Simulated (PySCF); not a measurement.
## Which determinant of BiSe⁻ lies lowest?

Unrestricted PBE0; basis Bi aug-cc-pVDZ-PP with ECP60, Se aug-cc-pVDZ-PP with ECP10; scalar-relativistic core potentials; PySCF 2.14. Outer shells of the fragments: Bi 5d10 6s2 6p3; Se− 3d10 4s2 4p5.

Followed along the bond (rough minima from three points):

```
2Ms+1  unpaired  ⟨S²⟩ at the start  R at minimum (Å)  Te (eV)
    3      π ↑↑               2.01              2.55     0.00
    1      π ↑↓               1.01              2.55     0.22
```

Solutions found at the starting distance of 2.675 Å, counted from the lowest of them; the search is not exhaustive and high or unbound solutions are not listed, so other states can lie among these:

```csv
2Ms+1,unpaired,term,E (eV),⟨S²⟩,⟨Lz²⟩,μ (D)
3,π ↑↑,³Σ⁻,0.00,2.01,0.00,-4.53
1,π ↑↓,mixed,0.22,1.01,2.01,-4.23
```

A term symbol is given only where ⟨S²⟩ and ⟨Lz²⟩ are close to those of a pure state; real π, δ and φ orbitals otherwise mix terms. A positive dipole points towards Se; it is taken about the centre of mass and depends on that origin.

Spin–orbit coupling is left out, which matters for elements this heavy, above all for dissociation energies.
